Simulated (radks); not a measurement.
Neutral rhodium inside a hard spherical wall (all orbitals vanish at R), configuration held at [Kr] 4d8 5s1 and not refilled when levels cross. Calculated with a radial shooting solver on a logarithmic mesh with Libxc functionals: scalar-relativistic Kohn-Sham, PBE, spin-polarised, spherical densities, point nucleus; open shells are filled with parallel spins first (spin-orbit coupling, left out, can overturn this in heavy ions). Eigenvalues in eV for spin up, with the zero of energy where the potential of the charges vanishes at infinity; a dash marks a level that is unbound or too diffuse for the functional's potential to be trusted. A positive occupied level is held by the wall or, in an anion where self-interaction has pushed it up, behind a barrier. The pressure on the wall is -dE/dV.

| R (bohr) | E (hartree) | kinetic (hartree) | e(4s) | e(4p) | e(4d) | e(5s) | e(5p, empty) | e(6s, empty) | pressure (GPa) |
|---|---|---|---|---|---|---|---|---|---|
| free | -4784.15449 | 4954.785 | -82.971 | -50.936 | -6.520 | -4.762 | -1.117 | - | 0 |
| 20 | -4784.15449 | 4954.785 | -82.971 | -50.936 | -6.520 | -4.762 | -1.117 | - | < 0.0001 |
| 15 | -4784.15449 | 4954.785 | -82.971 | -50.936 | -6.520 | -4.762 | -1.109 | 0.280 | < 0.0001 |
| 12 | -4784.15446 | 4954.786 | -82.967 | -50.932 | -6.517 | -4.759 | -1.066 | 0.828 | 0.000548 |
| 8 | -4784.15166 | 4954.808 | -82.814 | -50.779 | -6.373 | -4.602 | -0.504 | 4.427 | 0.116 |
| 7 | -4784.14573 | 4954.846 | -82.594 | -50.560 | -6.171 | -4.358 | 0.062 | 7.218 | 0.476 |
| 4 | -4783.80448 | 4956.390 | -77.412 | -45.538 | -1.501 | 3.039 | 11.185 | 45.961 | 71.8 |
| 3.5 | -4783.42914 | 4957.900 | -73.940 | -42.227 | 1.801 | 9.218 | 19.343 | 69.521 | 211 |
| 3 | -4782.54060 | 4961.339 | -67.987 | -36.541 | 7.893 | 21.812 | 35.129 | 111.05 | 710 |
| 2 | -4772.45204 | 4998.126 | -33.412 | -1.042 | 50.036 | 123.24 | 149.41 | 365.15 | 16100 |
| 1.5 | -4741.36523 | 5096.407 | 34.681 | 73.429 | 136.85 | 343.22 | 378.71 | 818.32 | 127000 |
